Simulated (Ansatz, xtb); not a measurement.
Relative energy of two isomers of C4H9FSi

Structure a: `C[C@@H]1[SiH2]C[C@H]1F`, a singlet. Structure b: `F[C@@H]1CC[SiH2]C1`, a singlet. Both are isolated molecules in the gas phase, relaxed with PBE-D3(BJ)/def2-SVP; each stands in its lowest conformer found.

Question: Estimate which is lower in electronic energy at CCSD(T)/def2-SVP + ΔMP2/def2-TZVPP, and by roughly how much.

Answer: The CCSD(T)/def2-SVP + ΔMP2/def2-TZVPP calculation puts structure b lower, by 17.1 kcal/mol.

Level by level:

| level | geometry | E(b) − E(a) (kcal/mol) | departure from the last row (kcal/mol) | job, with rough time for the two |
| --- | --- | --- | --- | --- |
| GFN2-xTB | GFN2-xTB | −13.7 | +3.4 | optimisation, 0.099 s |
| HF/STO-3G | GFN2-xTB | −23.6 | −6.5 | single point, 0.24 s |
| r2SCAN-D4/def2-SVP | GFN2-xTB | −19.7 | −2.7 | single point, 2.8 s |
| PBE-D3(BJ)/def2-SVP | PBE-D3(BJ)/def2-SVP | −15.9 | +1.1 | optimisation, 17 s |
| HF/def2-SVP | PBE-D3(BJ)/def2-SVP | −19.0 | −1.9 | part of the CCSD(T) run |
| MP2/def2-SVP | PBE-D3(BJ)/def2-SVP | −17.8 | −0.7 | part of the CCSD(T) run |
| CCSD(T)/def2-SVP | PBE-D3(BJ)/def2-SVP | −17.7 | −0.7 | single point |
| CCSD(T)/def2-SVP + ΔMP2/def2-TZVPP | PBE-D3(BJ)/def2-SVP | −17.1 |  | single point, 38 s |

As drawn, both hold the same kinds of bond in the same numbers. Structure a has 1 methyl group, b 0. Structure a has a 4-membered ring, b a 5-membered ring.

The levels shown agree on the order. The largest departure from CCSD(T)/def2-SVP + ΔMP2/def2-TZVPP is that of HF/STO-3G, 6.5 kcal/mol. The last row adds to CCSD(T) the change of the MP2 difference between the two basis sets, here +0.7 kcal/mol.

With thermal terms from frequencies at re-optimised GFN2-xTB minima (ideal gas, soft modes damped towards free rotors, one conformer each, 298.15 K, 1 atm): on the last row, ΔE + ΔZPE = −16.3, ΔH = −16.7, ΔG = −15.9 kcal/mol.

The correlated steps freeze 10 core orbitals. Run with Ansatz 0.2.0, xtb 6.7.1; the last row on 4 threads of Arm Neoverse V2 on a shared host.
